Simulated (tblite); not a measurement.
Species: C3H7ClO2S.
Z-matrix (Å and degrees, GFN2-xTB geometry), rows numbered from 1:
```
C 
C   1  1.5238
C   2  1.5100  1  112.06
S   3  1.8050  2  109.93  1    76.06
O   4  1.4271  3  109.58  2   175.84
O   4  1.4262  3  113.01  2   -49.67
Cl  4  2.0426  3  101.10  2    63.81
H   1  1.0879  2  110.58  3    61.95
H   1  1.0854  2  110.47  3   -58.49
H   1  1.0867  2  110.09  3  -178.47
H   2  1.0917  1  109.90  3   120.85
H   2  1.0933  1  109.51  3  -121.20
H   3  1.0866  2  113.17  1   -40.83
H   3  1.0853  2  113.79  1  -167.87
```

Calculated harmonic vibrations of the isolated species, GFN2-xTB (tblite), most abundant isotopes, no scaling. Against measured fundamentals such values can be off by several per cent, at times by over 20. One conformer, not necessarily the lowest.

Harmonic wavenumbers (cm⁻¹): 40.2, 140.1, 170.2, 210.1, 236.8, 272.1, 314.5, 327.0, 417.8, 440.9, 507.8, 685.3, 805.3, 828.2, 949.4, 976.8, 1049.4, 1123.4, 1133.9, 1170.0, 1196.4, 1254.1, 1288.9, 1336.1, 1404.6, 1419.3, 1471.7, 1496.2, 1496.3, 2968.9, 2996.0, 3017.1, 3033.0, 3039.3, 3056.0, 3079.1.

A = 2608, B = 1456, C = 1244 MHz; mass 141.986 u (most abundant isotopes); point group C1, symmetry number 1.

Q: Zero-point energy?

A: ½Σν̃ = 22676 cm⁻¹ = 271.27 kJ/mol.

Q: What is S at 500 K and 1 bar for an ideal gas of classical rigid rotors and harmonic oscillators?

A: Translation 181.41, rotation 126.16, vibration 157.12: S = 464.7 J/(mol K).

Q: And Cp and H(500 K) − H(0)?

A: Cp = 184.12 J/(mol K), of which vibrations give 150.86 (their classical limit is 36 R = 299.3); H(500 K) − H(0) = 57.09 kJ/mol without the zero-point energy, 40.46 from vibrations.

Q: What must be added to the electronic energy to get the Gibbs energy at 500 K and 1 bar?

A: ZPE + [H(500 K) − H(0)] − T·S = 271.27 + 57.09 − 232.34 = 96.02 kJ/mol.

Q: Blend soft modes into free rotors: weight 1/[1 + (100 cm⁻¹/ν̃)⁴] for the oscillator and the rest for a rotor with moment μB/(μ + B), μ = h/(8π²ν), B = 10⁻⁴⁴ kg m². What vibrational entropy results?

A: 147.92 J/(mol K) in place of 157.12, which changes −T·S at 500 K by +4.60 kJ/mol.

Q: Which modes carry the vibrational entropy at 500 K?

A: 40.2 cm⁻¹: 26.25; 140.1 cm⁻¹: 15.92; 170.2 cm⁻¹: 14.33; 210.1 cm⁻¹: 12.62; 236.8 cm⁻¹: 11.66; 272.1 cm⁻¹: 10.56 J/(mol K); the other 30 give 65.77 together.

Q: How do the functions run with temperature in this model?

A: 
```
 T (K)  S (J/(mol K))  Cp (J/(mol K))  H − H(0) (kJ/mol)  G − H(0) (kJ/mol)  ln q(vib)
    50          239.9            46.2               1.94             -10.06       0.41
   100          278.5            67.9               4.79             -23.06       1.18
298.15          383.6           131.7              24.96             -89.40       5.14
373.15          415.4           152.9              35.64            -119.38       6.66
   750          548.3           227.7             108.99            -302.21      13.85
  1000          617.9           256.0             169.68            -448.23      18.15
```

q(vib) and H(0) count from the zero-point level.

Hindered rotation and anharmonicity are outside this model. Other conformers, if any are populated, would add a mixing term that is left out. The structure is chiral; the term R ln 2 for an equal mix with its mirror image is left out.
